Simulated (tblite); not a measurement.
Question: Give a GFN2-xTB geometry of `COC(C)(C)C[CH]F` [radical]. (Doublet state.)

Answer: 
Z-matrix in Å and degrees, rows numbered from 1:
```
C 
O   1  1.4024
C   2  1.4172  1  116.92
C   3  1.5311  2  104.64  1  -172.59
C   3  1.5315  2  112.86  1   -53.21
C   3  1.5629  2  110.32  1    70.81
C   6  1.4742  3  114.77  2   -65.12
F   7  1.3568  6  116.83  3   133.68
H   1  1.0885  2  106.39  3  -163.75
H   1  1.0954  2  112.16  3    76.42
H   1  1.1065  2  109.77  3   -44.79
H   4  1.0862  3  109.63  2   -55.22
H   4  1.0861  3  110.82  2  -176.04
H   4  1.0865  3  109.61  2    63.43
H   5  1.0863  3  109.62  2  -172.64
H   5  1.0878  3  109.61  2   -53.47
H   5  1.0857  3  111.52  2    67.12
H   6  1.0915  3  107.87  2    55.57
H   6  1.0976  3  106.02  2   171.87
H   7  1.0783  6  123.83  3   -79.61
```

Of the pairs four or more bonds apart, C7···H11 is among the closest relative to their van der Waals radii: 2.04 Å, 70 % of the sum of Bondi's values. C7 (carbon bonded to C, F and H) has angles 123.8°, 116.8° and 111.6°, sum 352.3°, 0.21 Å off the plane of its three neighbours. The 4 C–C bonds span 1.474 Å (C6–C7, drawn single) to 1.563 Å (C3–C6, drawn single), a spread of 0.089 Å.

Computed geometry: GFN2-xTB, gas phase. This method treats the open shell by occupation alone, without spin polarisation.

Point group: C1 (no symmetry element, even within 0.4 Å). Its GFN2-xTB frequencies are all real (lowest 71 cm⁻¹). Torsions: C1–O2–C3–C4 -173°, O2–C3–C6–C7 -65°, C3–C6–C7–F8 134°. 3 starts were optimised and ended at 0.00, 0.73 and 0.75 kcal/mol (GFN2-xTB); the lowest of these is shown.

The run took 0.57 s of wall time on an Arm Neoverse V1 with one thread, no GPU, shared host with 32 logical CPUs at a one-minute load of 14. This is the geometry optimisation.

One conformer stands for the species.
